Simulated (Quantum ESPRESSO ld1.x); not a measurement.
Values are calculated unless marked as measured or tabulated.
Question: The mean radii <r> (bohr) of the occupied orbitals of an atom or ion are listed with their occupations. Code: ld1.x of Quantum ESPRESSO 7.5. Model: scalar-relativistic Kohn-Sham, revPBE, spin-unpolarised, spherical densities, point nucleus.

orbital  occ.      <r>
1s          2  0.08103
2s          2   0.3869
2p          6   0.3497
3s          2    1.201
3p          4    1.294

Name the element and its charge.

Answer: Z = 19, potassium, charge +3: K3+ in [Ne] 3s2 3p4. The 1s radius gives Z: for a bare nucleus <r> = (2 gamma + 1)/(2Z) with gamma = sqrt(1 - (Z/c)^2), 0.07844 bohr for Z = 19, and screening makes it slightly larger (0.08103 here). The occupations add up to 16, and the charge is Z minus that.
